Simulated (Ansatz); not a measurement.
System: C3 (charge 0, singlet). 
Coordinates optimised at B3LYP-D3(BJ)/def2-TZVP (Ansatz, a first-principles code):
```xyz
3

C      0.0000     0.0000    -1.2873
C      0.0000     0.0000     0.0000
C      0.0000     0.0000     1.2873
```
Charge 0, spin multiplicity 1.

Quantity: atomisation energy (electronic, to ground-state atoms), in kJ/mol. Cores are frozen in the correlated levels unless marked. Open shells are spin-unrestricted. Spin-orbit coupling is left out. Non-relativistic. The coupled-cluster limit lacks core correlation, which all-electron functionals hold. CBS marks a two-point X^-3 extrapolation of the correlation energy; Hartree-Fock from the larger set.

```tsv
level	program	atomisation energy (kJ/mol)	minus last row
r2SCAN-D4/def2-TZVPD	Ansatz + dftd4	1337.7	4.7
CAM-B3LYP-D3(BJ)/def2-TZVPD	Ansatz + dftd3	1323.5	-9.5
B2GP-PLYP-D3(BJ)/def2-TZVPD	Ansatz + dftd3	1332.5	-0.5
MP2/cc-pVTZ	Ansatz	1346.7	13.7
MP2/aug-cc-pVQZ	Ansatz	1378.7	45.7
CCSD/STO-3G	Ansatz	1157.5	-175.5
CCSD(T)/CBS(aug-cc-pVTZ,aug-cc-pVQZ)	Ansatz	1333.0	0.0
```

The Hartree-Fock reference is unstable (checked in the largest basis), which strains HF and MP2.
